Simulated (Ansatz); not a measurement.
System: Si₂H₄, charge 0, multiplicity 1. SMILES: [SiH][SiH3]
Geometry: optimised at B3LYP-D3(BJ)/def2-TZVP (Ansatz, a first-principles code).

Wanted: vertical electron affinity (to the doublet state of charge -1; a negative value means that the extra electron is unbound and the number depends on the basis; each state is the SCF solution reached for its spin; for the singlet the Hartree-Fock reference is unstable and T1 is 0.015), in eV. Cores are frozen in the correlated levels unless marked. Open shells are spin-unrestricted. No spin-orbit coupling. No relativistic terms. Anions need diffuse functions: aug- sets have them; def2-D sets add few. CBS marks a two-point X^-3 extrapolation of the correlation energy; Hartree-Fock from the larger set. The bracket is a focal-point correction in the basis named.

```json
[
 {"level": "HF/def2-SVPD", "program": "Ansatz", "vertical electron affinity (eV)": "0.87"},
 {"level": "HF/def2-QZVPPD", "program": "Ansatz", "vertical electron affinity (eV)": "0.98"},
 {"level": "BHLYP/def2-TZVPD", "program": "Ansatz", "vertical electron affinity (eV)": "1.37"},
 {"level": "MP2/aug-cc-pV(D+d)Z", "program": "Ansatz", "vertical electron affinity (eV)": "1.44"}
]
```

### Question
Predict the RI-MP2/CBS(aug-cc-pV(T+d)Z,aug-cc-pV(Q+d)Z)+[CCSD(T)-MP2]/aug-cc-pV(T+d)Z result (Ansatz).

### Answer
1.52 eV
